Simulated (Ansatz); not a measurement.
Geometry optimisation, Ansatz, RKS PBE0/def2-SVP.

The input (input.yaml):

```yaml
crystal:
  periodic: [false, false, false]
  atoms:
    - { symbol: Si, position_ang: [-0.13517, 0.169843, 0.069455] }
    - { symbol: O, position_ang: [-0.270139, -0.124828, 1.714662] }
    - { symbol: Si, position_ang: [-1.434685, -0.307574, 2.886585] }
    - { symbol: H, position_ang: [-2.507331, -1.24593, 2.428863] }
    - { symbol: H, position_ang: [-0.764691, -0.877278, 4.091353] }
    - { symbol: H, position_ang: [-2.059012, 1.007547, 3.222893] }
    - { symbol: H, position_ang: [1.29506, 0.405835, -0.257872] }
    - { symbol: H, position_ang: [-0.917159, 1.410004, -0.237252] }
    - { symbol: H, position_ang: [-0.71222, -0.946467, -0.735477] }
    - { symbol: S, position_ang: [1.683703, -2.575136, 0.779319] }
    - { symbol: H, position_ang: [0.561564, -3.303839, 0.988953] }
    - { symbol: H, position_ang: [1.314281, -1.667578, 1.748717] }
basis:
  gaussian: { orbitals: def2-SVP }
hamiltonian:
  xc: pbe0
relax:
  f_tol: 0.03
  max_steps: 50
```

Command:

```bash
$ ansatz run input.yaml --threads 4 --pin off --max-ram 5120MiB --backend cpu --events-out ev --progress --plain --runs-dir out
```

Question: Where does it end, and by what steps?

Answer: The forces met the threshold. The force dipped under the threshold on the way, but the program's further checks kept it going. After 16 steps the energy has fallen by 0.068 eV; H11 moved furthest, 0.60 Å.

| step | energy less start (eV) | largest force component (eV/Å) | accepted |
| --- | --- | --- | --- |
| 0 | 0.0000 | 0.562 | yes |
| 1 | -0.0451 | 0.310 | yes |
| 2 | -0.0303 | 0.954 | no |
| 3 | -0.0546 | 0.055 | yes |
| 4 | -0.0567 | 0.050 | yes |
| 5 | -0.0578 | 0.050 | yes |
| 6 | -0.0526 | 0.609 | no |
| 7 | -0.0615 | 0.014 | yes |
| 8 | -0.0624 | 0.247 | yes |
| 9 | -0.0638 | 0.090 | yes |
| 10 | -0.0653 | 0.012 | yes |
| 11 | -0.0637 | 0.137 | no |
| 12 | -0.0665 | 0.065 | yes |
| 13 | -0.0666 | 0.066 | yes |
| 14 | -0.0673 | 0.030 | yes |
| 15 | -0.0676 | 0.023 | yes |
| 16 | -0.0681 | 0.024 | yes |

```xyz
12
Properties=species:S:1:pos:R:3
Si -0.191 0.262 0.092
O -0.410 -0.306 1.646
Si -1.480 -0.225 2.919
H -2.527 -1.280 2.776
H -0.719 -0.446 4.180
H -2.139 1.116 2.949
H 1.249 0.576 -0.108
H -1.006 1.503 -0.088
H -0.644 -0.763 -0.891
S 1.926 -2.863 0.998
H 0.892 -3.644 0.614
H 1.103 -1.984 1.613
```

Whether the end is a true minimum wasn't checked by a vibrational analysis.

Time of the run: 27 s on 4 threads of Arm Neoverse V1 (shared host), peak memory 0.25 GiB.
